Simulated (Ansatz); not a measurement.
Relaxation of a periodic cell of 17 atoms, Si (host Si, host structure diamond, interstitial Si), to a largest force component of 0.03 eV/Å in at most 60 steps.

Method: DFT PBE, scalar-relativistic, plane waves, PAW in Ansatz 0.2.0. Settings: PAW set soft_1, cutoff 420 eV, k mesh 2x2x2, fermi-dirac smearing 0.02 eV, no spin polarisation.

```xyz
17
Lattice="0.0000 5.4300 5.4300 5.4300 0.0000 5.4300 5.4300 5.4300 0.0000" Properties=species:S:1:pos:R:3:forces:R:3
Si 0.000 0.000 0.000 0.12 0.02 0.13
Si 1.357 1.357 1.357 -0.23 -0.18 -0.23
Si 2.715 2.715 0.000 -0.04 -0.05 -0.39
Si 4.072 4.072 1.357 0.42 0.49 -0.58
Si 2.715 0.000 2.715 -0.08 -0.49 -0.08
Si 4.072 1.357 4.072 0.81 -0.93 0.80
Si 5.430 2.715 2.715 0.65 0.05 -0.04
Si 6.787 4.072 4.072 -0.02 0.07 0.11
Si 0.000 2.715 2.715 -0.40 -0.05 -0.04
Si 1.357 4.072 4.072 -0.61 0.53 0.44
Si 2.715 5.430 2.715 0.01 0.53 0.00
Si 4.072 6.787 4.072 0.06 -0.02 0.07
Si 2.715 2.715 5.430 -0.03 0.04 0.66
Si 4.072 4.072 6.787 0.11 0.07 -0.02
Si 5.430 5.430 5.430 0.00 0.00 0.00
Si 6.787 6.787 6.787 -0.08 -0.12 -0.08
Si 2.785 2.727 2.793 -0.66 0.03 -0.73
```

Question: Where does it end, and by what steps?

Answer: It converged. The force dipped under the threshold on the way, but the program's further checks kept it going. Limits of this set-up: coarse k mesh. After 3 steps the energy has fallen by 0.172 eV; Si17 moved furthest, 0.09 Å.

| step | energy less start (eV) | largest force component (eV/Å) | accepted |
| --- | --- | --- | --- |
| 0 | 0.0000 | 0.929 | yes |
| 1 | -0.1464 | 0.327 | yes |
| 2 | -0.1723 | 0.026 | yes |
| 3 | -0.1723 | 0.026 | yes |

```xyz
17
Lattice="0.0000 5.4300 5.4300 5.4300 0.0000 5.4300 5.4300 5.4300 0.0000" Properties=species:S:1:pos:R:3
Si 0.008 0.004 0.009
Si 1.342 1.340 1.343
Si 2.719 2.717 -0.031
Si 4.101 4.097 1.337
Si 2.720 -0.033 2.720
Si 4.101 1.333 4.102
Si 5.468 2.714 2.718
Si 6.787 4.076 4.080
Si -0.031 2.717 2.720
Si 1.336 4.097 4.101
Si 2.717 5.463 2.718
Si 4.078 6.784 4.079
Si 2.718 2.714 5.469
Si 4.080 4.076 6.787
Si 5.431 5.429 5.431
Si 6.785 6.781 6.785
Si 2.724 2.719 2.725
```

Time of the run: 21 s on 1 thread of Arm Neoverse V1 (shared host), peak memory 0.49 GiB.
